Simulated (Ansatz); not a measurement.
Computed with Ansatz on PBE0-D4/def2-TZVP structures; ΔE is electronic, products minus reactants. CCSD(T)/CBS adds triple-zeta CCSD(T) − MP2 to the extrapolated MP2 energy (def2 sets, frozen cores). This one scheme is used for every species. Functionals use def2-TZVPP. HSE06 is defined as in plane-wave codes. One conformer a species, not always the lowest.

`O[SiH2]S[SiH2]F` + H₂ → `F[SiH3]` + `O[SiH2]S`  (hydrogenolysis of the Si–S bond)

```
             level  ΔE (eV)
       LDA (SPW92)     0.57
           ωB97M-V     0.54
              PBE0     0.49
             HSE06     0.49
RPA@PBE/def2-TZVPP     0.41
  CCSD(T)/def2-SVP     0.35
SCS-MP2/def2-TZVPP     0.48
      HF/CBS(def2)     0.23
```

Problem. What does CCSD(T)/CBS give? (An estimate is asked.)

Solution. The calculation gave: +0.54 eV. The listed levels differ from it by 0.03, 0.00, -0.05, -0.05, -0.13, -0.19, -0.06, -0.31 eV.

Largest T1 diagnostic among the species: 0.012.

Leaving LDA and LC-ωPBE aside and taking each functional with its dispersion term where it has one, the values, not all of them listed here, spread over 0.20 eV, from B2PLYP to revPBE-D4. LDA lies +0.06 eV from PBE without D4. The D4 term adds +0.15 eV with B3LYP and +0.08 eV with PBE0; it sums over pairs of atoms, weighted by their polarisabilities, and B3LYP, whose exchange is more repulsive, gets the larger term.

B3LYP here is the variant with VWN-RPA as its local correlation; programs differ in this.
